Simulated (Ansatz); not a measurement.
**SnH3Cl (SnClH3): the energy, rung by rung**

SnH3Cl has 5 atoms, charge 0, and is taken as a singlet. As SMILES, `[H][Sn]([H])([H])[Cl]`. Geometry: a GFN2-xTB relaxation, a rough one for these elements and not checked as a minimum.

```jsonl
{"atom": "Sn", "x (Å)": "0.0000", "y (Å)": "0.0009", "z (Å)": "-0.1426"}
{"atom": "Cl", "x (Å)": "0.0116", "y (Å)": "-0.0193", "z (Å)": "2.1380"}
{"atom": "H", "x (Å)": "1.5866", "y (Å)": "0.0109", "z (Å)": "-0.6751"}
{"atom": "H", "x (Å)": "-0.8030", "y (Å)": "1.3805", "z (Å)": "-0.6471"}
{"atom": "H", "x (Å)": "-0.7952", "y (Å)": "-1.3730", "z (Å)": "-0.6733"}
```

Each level gives the energy change with the Sn1–H5 bond stretched from 1.674 to 2.092 Å (eV). The values are calculated.

```json
{"level": "SVWN5/STO-3G (restricted)", "kind": "LDA", "program": "Ansatz", "value (eV)": "1.12", "less FCI/STO-3G": "+0.09", "CPU time (all runs)": "3 s"}
{"level": "BHLYP/STO-3G (restricted)", "kind": "global hybrid", "program": "Ansatz", "value (eV)": "1.27", "less FCI/STO-3G": "+0.24", "CPU time (all runs)": "4.6 s"}
{"level": "HSE06/STO-3G (restricted)", "kind": "range-separated hybrid", "program": "Ansatz", "value (eV)": "1.15", "less FCI/STO-3G": "+0.12", "CPU time (all runs)": "5.3 s"}
{"level": "RPA@PBE/STO-3G (restricted)", "kind": "RPA", "program": "Ansatz", "value (eV)": "0.99", "less FCI/STO-3G": "-0.04", "CPU time (all runs)": "6.5 s"}
{"level": "MP2/STO-3G (restricted)", "kind": "perturbation theory", "program": "Ansatz", "value (eV)": "1.21", "less FCI/STO-3G": "+0.18", "CPU time (all runs)": "1.4 s"}
{"level": "BCCD(T)/STO-3G (restricted)", "kind": "coupled cluster or CI", "program": "Ansatz", "value (eV)": "1.03", "less FCI/STO-3G": "0.00", "CPU time (all runs)": "1.6 s"}
{"level": "CCSDT/STO-3G (restricted)", "kind": "coupled cluster or CI", "program": "Ansatz", "value (eV)": "1.03", "less FCI/STO-3G": "0.00", "CPU time (all runs)": "2 s"}
{"level": "FCI/STO-3G", "kind": "exact in the basis", "program": "Ansatz", "value (eV)": "1.03", "less FCI/STO-3G": "0.00", "CPU time (all runs)": "22 s"}
```

FCI/STO-3G is exact within its basis and frozen core, so for wave-function methods in that basis the difference is their error; functionals converge differently with the basis, so for them it is only a difference. All-electron rows without a relativistic Hamiltonian named are non-relativistic. The first shape isn't each level's own minimum. The values span 0.99 to 1.27 eV. All rows use very small basis sets, so none should be taken for the real molecule's value. In the correlated wave-function rows the outer d shell of Sn is correlated, in sets not made for it. In so small a basis fixed costs decide the times, and correlated methods can beat functionals. Times are those of the runs behind each value, whatever else they computed, on shared processors of several kinds: orders of magnitude only.
